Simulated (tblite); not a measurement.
Species: C3H13ClSi3.
Numbering: `[CH3:1][C@H:2]([SiH2:3][Cl:4])[SiH2:5][CH2:6][SiH3:7]` (hydrogens: H8, H9, H10 on C1; H11 on C2; H12, H13 on Si3; H14, H15 on Si5; H16, H17 on C6; H18, H19, H20 on Si7)

Computed with GFN2-xTB (tblite), gas phase: L-BFGS steps from a force-field or distance-geometry start until the largest atomic force falls under 0.01 eV/Å.

The end geometry, which sets the zero of energy:
```
atom  x, y, z in Å
C1     -1.5313    1.4672   -0.5009
C2     -1.3520   -0.0519   -0.5520
Si3    -2.8390   -0.9165    0.2539
Cl4    -2.6767   -2.9109    0.0101
Si5     0.3242   -0.5844    0.2106
C6      1.7511    0.3572   -0.6134
Si7     3.4747   -0.1007    0.0332
H8     -0.7322    1.9717   -1.0409
H9     -1.5208    1.8206    0.5282
H10    -2.4777    1.7686   -0.9480
H11    -1.3339   -0.3452   -1.6081
H12    -4.0889   -0.5038   -0.3877
H13    -2.9015   -0.6472    1.6894
H14     0.2886   -0.2697    1.6463
H15     0.5053   -2.0268    0.0215
H16     1.6045    1.4278   -0.4704
H17     1.7218    0.1897   -1.6905
H18     4.4816    0.7267   -0.6403
H19     3.7532   -1.5107   -0.2369
H20     3.5438    0.1488    1.4737
```

Problem. These geometries come from the run, each turned onto the end geometry. Order them by energy, lowest first.
A.
```
atom  x, y, z in Å
C1     -1.5800    1.5284   -0.2535
C2     -1.3417    0.0352   -0.4954
Si3    -2.8144   -0.9954    0.1160
Cl4    -2.6869   -2.8264   -0.7249
Si5     0.3358   -0.5151    0.2566
C6      1.7704    0.1521   -0.7920
Si7     3.4654   -0.0430    0.0367
H8     -0.7277    2.1200   -0.5826
H9     -1.7296    1.7338    0.8037
H10    -2.4615    1.8756   -0.7902
H11    -1.2761   -0.1104   -1.5806
H12    -4.0834   -0.4006   -0.3115
H13    -2.8030   -1.1840    1.5680
H14     0.4044    0.0415    1.6149
H15     0.4288   -1.9779    0.3189
H16     1.6037    1.2057   -1.0179
H17     1.7817   -0.3688   -1.7499
H18     4.5280    0.2324   -0.9377
H19     3.5982   -1.4048    0.5575
H20     3.5826    0.9122    1.1417
```
B.
```
atom  x, y, z in Å
C1     -1.5503    1.5127   -0.2604
C2     -1.3394    0.0152   -0.5023
Si3    -2.8499   -0.9563    0.1151
Cl4    -2.6569   -2.9076   -0.3563
Si5     0.3318   -0.5626    0.2427
C6      1.7674    0.1679   -0.7645
Si7     3.4829   -0.0394    0.0197
H8     -0.7248    2.0959   -0.6642
H9     -1.6193    1.7218    0.8050
H10    -2.4682    1.8655   -0.7286
H11    -1.2761   -0.1401   -1.5857
H12    -4.0701   -0.4759   -0.5379
H13    -2.9978   -0.8603    1.5646
H14     0.3850   -0.0921    1.6345
H15     0.4214   -2.0256    0.2166
H16     1.5957    1.2315   -0.9306
H17     1.7728   -0.2911   -1.7539
H18     4.5023    0.5028   -0.8864
H19     3.7547   -1.4548    0.2689
H20     3.5338    0.7030    1.2815
```
C.
```
atom  x, y, z in Å
C1     -1.5888    1.5318   -0.2941
C2     -1.3330    0.0242   -0.4502
Si3    -2.8122   -1.0600    0.0638
Cl4    -2.9149   -2.5962   -1.2380
Si5     0.3276   -0.4504    0.3983
C6      1.7605    0.1574   -0.6961
Si7     3.5006   -0.0501    0.0343
H8     -0.9210    2.0837   -0.9572
H9     -1.4104    1.8642    0.7299
H10    -2.6144    1.7951   -0.5553
H11    -1.1998   -0.1569   -1.5254
H12    -4.0745   -0.3336   -0.0695
H13    -2.7105   -1.6212    1.4080
H14     0.3535    0.1775    1.7339
H15     0.4448   -1.9098    0.5433
H16     1.5952    1.2055   -0.9511
H17     1.7062   -0.3819   -1.6432
H18     4.5012   -0.0375   -1.0362
H19     3.5963   -1.3136    0.7673
H20     3.7883    1.0823    0.9155
```
D.
```
atom  x, y, z in Å
C1     -1.5173    1.4833   -0.3958
C2     -1.3380   -0.0314   -0.5199
Si3    -2.8531   -0.9307    0.1865
Cl4    -2.7167   -2.9008   -0.2206
Si5     0.3230   -0.5949    0.2560
C6      1.7418    0.2647   -0.6682
Si7     3.4802   -0.0543    0.0186
H8     -0.6855    2.0139   -0.8560
H9     -1.5699    1.7784    0.6504
H10    -2.4330    1.8139   -0.8846
H11    -1.2878   -0.2678   -1.5892
H12    -4.0832   -0.4416   -0.4392
H13    -2.9401   -0.7814    1.6377
H14     0.3216   -0.2124    1.6761
H15     0.4595   -2.0499    0.1367
H16     1.5714    1.3411   -0.6725
H17     1.7196   -0.0428   -1.7141
H18     4.4602    0.6566   -0.8109
H19     3.7725   -1.4878   -0.0013
H20     3.5695    0.4543    1.3882
```
E.
```
atom  x, y, z in Å
C1     -1.6300    1.5325   -0.2917
C2     -1.3414    0.0461   -0.5116
Si3    -2.7880   -1.0216    0.1036
Cl4    -2.8378   -2.7170   -0.9934
Si5     0.3172   -0.4809    0.2930
C6      1.7878    0.1431   -0.7323
Si7     3.5078   -0.0501    0.0559
H8     -0.8197    2.1523   -0.6731
H9     -1.7540    1.7484    0.7676
H10    -2.5442    1.8345   -0.8030
H11    -1.2498   -0.1095   -1.5919
H12    -4.0642   -0.3308   -0.0722
H13    -2.6425   -1.4124    1.5027
H14     0.3492    0.0824    1.6518
H15     0.3683   -1.9467    0.3976
H16     1.6366    1.1944   -0.9803
H17     1.7965   -0.3902   -1.6842
H18     4.5058    0.0578   -1.0127
H19     3.6528   -1.3422    0.7270
H20     3.7446    1.0205    1.0249
```

Solution. D (0.005 eV), B (0.009 eV), A (0.025 eV), E (0.051 eV), C (0.107 eV).

In the order of the answer:

```
step  E above end (eV)  largest force (eV/Å)  rms force component (eV/Å)  rms distance from end (Å)  rms bond change (Å)  bond most changed (Å)
 149             0.005                  0.02                       0.008                      0.160                0.001          C2–Si3 -0.001
 122             0.009                  0.03                       0.007                      0.318                0.001          Si5–C6 +0.002
  74             0.025                  0.07                       0.021                      0.452                0.001         Si3–Cl4 +0.003
  42             0.051                  0.07                       0.025                      0.546                0.002          C6–Si7 +0.005
  22             0.107                  0.15                       0.049                      0.618                0.004          C2–Si5 +0.007
```

What follows is the cost of the whole relaxation. Time: 3.3 s of wall time. Hardware: Arm Neoverse N1, one thread, shared host with 64 logical CPUs at a one-minute load of 59.
